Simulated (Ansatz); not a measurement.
System: CH₄Si, charge 0, triplet. This triplet is an excited state, 1.6 eV above the singlet at CCSD(T)/cc-pV(Q+d)Z (Ansatz, an electronic-structure program). CH4Si (parent SMILES [SiH2]=C, triplet).
B3LYP-D3(BJ)/def2-TZVP minimum from Ansatz:
```xyz
6

C     -1.2198    -0.0966     0.1066
Si     0.6007     0.0846    -0.1303
H     -1.9489     0.2251    -0.6275
H     -1.6469    -0.5389     1.0027
H      1.2929    -1.2349    -0.1136
H      1.2109     0.9443     0.9229
```
Charge 0, spin multiplicity 3.

Total energies in cc-pV(T+d)Z, 12 correlated electrons, 6 frozen orbitals. UHF or UKS for unpaired electrons; spin-orbit terms are left out. Correlated methods leave the cores frozen. No relativity. The spin of CH4Si (parent SMILES C=[SiH2], triplet) was assumed, and the state is the lowest solution found for it.

```tsv
method	program	energy (Eh)	minus CCSDT(Q) (mEh)
HF	Ansatz	-329.07373	298.53
MP2	Ansatz	-329.32406	48.20
CCSD	Ansatz	-329.36129	10.97
CCSD(T)	Ansatz	-329.37071	1.54
CCSDT(Q)	Ansatz	-329.37226	0.00
```

Rough core times of Ansatz's runs on a shared machine: CCSD(T) under 20 s, CCSDT(Q) 40 min.
